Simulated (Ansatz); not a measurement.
Cl₃H₃Si₂ (`Cl[SiH2][SiH](Cl)Cl`), relaxed with RKS PBE-D4/def2-SVP in the Gaussian-basis code of Ansatz from a rough embedded geometry. The force threshold is 0.03 eV/Å; the program also tests the step.

Charge 0, multiplicity 1.

Start:

```xyz
8

Cl   -0.631   -2.051    1.546
Si   -0.686   -0.949   -0.187
Si    0.560    0.963   -0.066
Cl   -0.057    2.231    1.396
Cl    2.589    0.592    0.360
H    -2.106   -0.673   -0.433
H    -0.199   -1.837   -1.252
H     0.530    1.723   -1.365
```

| step | energy (eV) | largest force (eV/Å) | largest move (Å) |
| --- | --- | --- | --- |
| 1 | -53335.5656 | 1.245 | 0.000 |
| 2 | -53335.6732 | 0.292 | 0.169 |
| 3 | -53335.7085 | 0.099 | 0.073 |
| 4 | -53335.7136 | 0.067 | 0.046 |
| 5 | -53335.7175 | 0.059 | 0.067 |
| 6 | -53335.7177 | 0.015 | 0.025 |

End:

```xyz
8

Cl   -0.500   -1.903    1.636
Si   -0.701   -0.971   -0.215
Si    0.584    0.993   -0.096
Cl   -0.182    2.163    1.442
Cl    2.543    0.442    0.332
H    -2.150   -0.656   -0.460
H    -0.190   -1.887   -1.292
H     0.596    1.820   -1.347
```

It took 8.5 s on 4 threads of a server CPU on a shared host, with 0.16 GiB of host memory at the peak.
